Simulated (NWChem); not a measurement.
# Si₂H₄OClF; SMILES F[SiH2]O[SiH2]Cl

```xyz
9

Si    -0.0088    -1.7573    -0.5081
F     -0.9170    -2.0804     0.8107
O      0.9957    -0.4708    -0.1722
Si     0.9239     1.1096     0.3548
Cl    -0.9123     1.9340    -0.1687
H     -0.9369    -1.4196    -1.6304
H      0.8658    -2.9355    -0.7833
H      2.0067     1.8753    -0.3342
H      1.0493     1.1604     1.8444
```
Atoms are numbered in this order, from 1.

All runs: NWChem. Geometry: optimised at PBE-D3(BJ)/def2-SVP.

**Question.** Predict the results for CAM-B3LYP/STO-3G. Quantities: highest occupied level (eV); orbital gap (eV); dipole (D).

**Answer.** 
```json
{
 "highest occupied level (eV)": "-6.37",
 "orbital gap (eV)": "12.26",
 "dipole (D)": "2.55"
}
```
